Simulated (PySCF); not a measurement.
Cartesian coordinates (Å):
```xyz
9

Si    -1.6905     0.1387    -0.0756
N      0.0000     0.0015    -0.0704
Si     1.6897    -0.1459    -0.0667
H     -2.1324    -0.7807    -1.1642
H     -2.3199    -0.2846     1.2044
H     -2.1396     1.5223    -0.3879
H      2.1554     0.9388     0.8454
H      2.2709     0.0659    -1.4200
H      2.1665    -1.4561     0.4525
```
Charge 0, spin multiplicity 2.

Q: Give the highest occupied spin orbital, dipole moment and total energy at the level PBE0-D4/def2-TZVP run with PySCF 2.14.0.

A: 
```json
{
 "highest_occupied_spin_orbital": "-7.32 eV",
 "dipole_moment": "0.01 D",
 "total_energy": "-637.0283 Ha"
}
```
